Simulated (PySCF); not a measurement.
From a computed spectrum to the compound

A species of 13 atoms with charge 3 has these harmonic modes (PBE, small Gaussian bases with core potentials, PySCF 2.14.0):

| cm⁻¹ | km/mol | symmetry |
| --- | --- | --- |
| 20 | 3.8 |  |
| 24 | 3.5 |  |
| 33 | 2.7 |  |
| 53 | 2.8 |  |
| 56 | 0.0 |  |
| 95 | 3.7 |  |
| 95 | 3.0 |  |
| 157 | 0.0 |  |
| 174 | 0.7 |  |
| 360 | 0.0 |  |
| 365 | 10.9 |  |
| 365 | 11.0 |  |
| 368 | 13.8 |  |
| 568 | 0.0 |  |
| 569 | 2.7 |  |
| 570 | 2.5 |  |
| 585 | 29.8 |  |
| 605 | 0.0 |  |
| 610 | 551.9 |  |
| 611 | 550.3 |  |
| 620 | 502.6 |  |
| 1623 | 164.0 |  |
| 1623 | 141.2 |  |
| 1623 | 140.9 |  |
| 1625 | 0.0 |  |
| 3494 | 629.2 |  |
| 3494 | 628.6 |  |
| 3494 | 597.5 |  |
| 3512 | 5.5 |  |
| 3538 | 1.2 |  |
| 3539 | 455.3 |  |
| 3539 | 457.2 |  |
| 3540 | 458.4 |  |

Which species is it, and in which structure?

[Pr(H2O)4]3+ (singlet in the valence; each metal's 4f electrons, 2 of them, lie in its core potential, out of spins and levels):
```xyz
13

Pr    0.0000    0.0000    0.0000
O     1.4313    1.3886    1.3267
H     2.2375    1.1261    1.8447
H     1.3739    2.3682    1.4826
O    -1.4315   -1.3264    1.3886
H    -1.3732   -1.4830    2.3684
H    -2.2369   -1.8452    1.1262
O     1.4313   -1.3886   -1.3267
H     1.3739   -2.3682   -1.4826
H     2.2375   -1.1261   -1.8447
O    -1.4315    1.3264   -1.3886
H    -2.2369    1.8452   -1.1262
H    -1.3732    1.4830   -2.3684
```
Ideal gas at 298.15 K and 1 bar: S = 499.6 J/(mol K), Cp = 168.6 J/(mol K), H − H(0 K) = 35.5 kJ/mol (rigid rotor, harmonic modes, spin degeneracy alone, that of the 4f electrons in the core included; the modes under 60 cm⁻¹ make these uncertain). An lcecp potential fixes the number of 4f electrons, so in runs with it no electron can move into or out of that shell.
 Other answers can fit too; this one was computed.
